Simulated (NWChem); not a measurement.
System: BeH$_{2}$Se$_{2}$; SMILES [SeH][Be][SeH]

```xyz
5

Be     0.0283    -0.0003    -0.0001
Se     0.0549    -2.0266    -0.1333
H     -0.9785    -2.1289     0.9131
Se     0.0566     2.0261     0.1325
H     -0.9949     2.1279    -0.8956
```
Atoms are numbered in this order, from 1.

Level: PBE0/def2-SVP (NWChem), optimised geometry, unscaled harmonic frequencies. This build's default masses of Se (78.918 u) and Br (79.917 u) are each other's, which moves their modes by up to 0.6 %.

Question: List the harmonic frequencies with IR intensities, and the thermochemistry.

Answer: 
| frequency (cm⁻¹) | IR intensity (km/mol) |
|---|---|
| 180 | 12.8 |
| 180 | 11.7 |
| 215 | 0.4 |
| 219 | 4.8 |
| 584 | 0.3 |
| 585 | 0.3 |
| 941 | 222.8 |
| 2440 | 4.0 |
| 2440 | 3.5 |

```
Quantity                                                                           Result
-----------------------------------------------------------------------  ----------------
zero-point energy                                                           11.1 kcal/mol
thermal correction to the enthalpy at 298.15 K (with zero-point energy)     15.1 kcal/mol
heat capacity Cv                                                         15.9 cal/(mol K)
entropy at 298.15 K and 1 atm (symmetry number 2)                        75.5 cal/(mol K)
dipole moment                                                                      0.95 D
```

Rigid rotor and harmonic oscillator.
